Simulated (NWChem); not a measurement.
# C3H2F2O2; SMILES FC1(F)OC=CO1

```xyz
9

F     -1.0683     0.0000     1.3458
C      0.0000     0.0000     0.5493
F      1.0683     0.0000     1.3458
O      0.0000    -1.1127    -0.2557
C      0.0000    -0.6655    -1.5550
C      0.0000     0.6655    -1.5550
O      0.0000     1.1127    -0.2557
H      0.0000    -1.4116    -2.3430
H      0.0000     1.4116    -2.3430
```
Atoms are numbered in this order, from 1.

All runs: NWChem. Pople sets run with spherical d functions. Structure relaxed at the PBE0/def2-SVP level. Field at 589 nm.

Q: Predict the results for B3LYP/6-31G*. Quantities: isotropic polarisability (bohr³); anisotropy (bohr³).

A: 
```
Item                              Result
--------------------------------  ------
isotropic polarisability (bohr³)    33.2
anisotropy (bohr³)                  17.3
```
